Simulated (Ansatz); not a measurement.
HBrF2OSi, singlet, geometry from GFN2-xTB, with bond 5-2 at 1.8 times its length; Ansatz (a program for electronic structure) with CASSCF(4,3)/STO-3G.

Input for Ansatz:
Ansatz 0.2 input:
```yaml
crystal:
  periodic: [false, false, false]
  atoms:
    - {symbol: O, position_ang: [1.97333019, 0.16169055, -0.10111551]}
    - {symbol: Si, position_ang: [0.56308680, -0.40114586, 0.37648420]}
    - {symbol: F, position_ang: [0.36730525, -0.29039738, 1.94675275]}
    - {symbol: F, position_ang: [0.40962616, -1.95695985, 0.10772477]}
    - {symbol: Br, position_ang: [-2.17241467, 1.59126806, -1.49203069]}
    - {symbol: H, position_ang: [2.82002913, -0.15254392, 0.20313458]}
basis:
  gaussian:
    orbitals: STO-3G
hamiltonian:
  xc: hf
magnetization: {spin_polarized: false}
correlation: {active_space: {window: {electrons: 4, orbitals: 3}}}
```

Task: Predict the main parts of the log of this Ansatz run.

Result: 
```
Functional definition: HF
496 factors; integrals over basis functions are off by at most 4.7e-5 eV
mean field evaluation 1: about -84366.5511 eV, gradient 3.0e1 eV
mean field evaluation 2: about -84366.6035 eV, gradient 3.0e1 eV
mean field evaluation 4: about -84371.3589 eV, gradient 7.2e0 eV
mean field evaluation 8: about -84372.3534 eV, gradient 5.6e-2 eV
mean field evaluation 16: about -84371.9179 eV, gradient 2.7e0 eV
mean field -84372.35072870 eV, -3100.6266996462 hartree, gradient 1.2e-6 eV, S^2 0.000000; 2 other end points of the search recorded, 0 dependent functions left out
reference -84372.35072870 eV, -3100.6266996462 hartree; 38, 38 occupied and 5, 5 virtual orbitals, 496 factors
state -84375.28472677 eV, -3100.7345220867 hartree
Total energy: -84375.28472677 eV, -3100.7345220867 hartree
```
